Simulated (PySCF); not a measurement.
Al(Me)(F) (CH3AlF), SMILES [Al]([CH3])[F], multiplicity 2. Atoms are numbered in the order given.

```xyz
6

Al     0.5631     0.1664     0.0000
C     -0.2907    -1.6040     0.0000
H     -0.9287    -1.6904     0.8853
H     -0.9287    -1.6904    -0.8853
H      0.4298    -2.4227     0.0000
F     -0.4610     1.4738     0.0000
```
Charge 0, spin multiplicity 2.

The structure is a stationary point at PBE0-D3(BJ)/def2-TZVP. The spin state was assumed, not searched. The isomer is the one that the SMILES or the coordinates give; other isomers of the formula were not compared.

Method: TDA-LC-ωPBE/def2-SVPD (PySCF).

Vertical excitations. Isolated molecule, no solvent.

```csv
state,energy (eV),λ (nm),f,main pairs
root 1,2.90,428,0.066,α HOMO→LUMO 97 %
root 2,5.14,241,0.122,"α HOMO→LUMO+2 69 %, α HOMO→LUMO+3 23 %"
root 3,5.45,228,0.004,"α HOMO→LUMO+1 25 %, α HOMO→LUMO+3 9 %, α HOMO→LUMO+2 6 %, β HOMO→LUMO 48 %"
root 4,6.04,205,0.037,"α HOMO→LUMO+1 66 %, β HOMO→LUMO 26 %"
root 5,6.14,202,0.397,"α HOMO→LUMO+3 59 %, α HOMO→LUMO+2 14 %, β HOMO→LUMO 15 %"
root 6,6.68,186,0.001,"α HOMO−1→LUMO 45 %, β HOMO→LUMO+1 44 %"
root 7,7.55,164,0.014,α HOMO→LUMO+5 96 %
root 8,7.62,163,0.002,α HOMO→LUMO+4 79 %
root 9,7.66,162,0.159,"α HOMO−1→LUMO 27 %, α HOMO→LUMO+6 22 %, β HOMO→LUMO+1 39 %"
root 10,7.90,157,0.001,"α HOMO→LUMO+6 58 %, α HOMO−1→LUMO 21 %, α HOMO→LUMO+9 12 %, β HOMO→LUMO+1 6 %"
```
Unrestricted roots are not spin-pure.
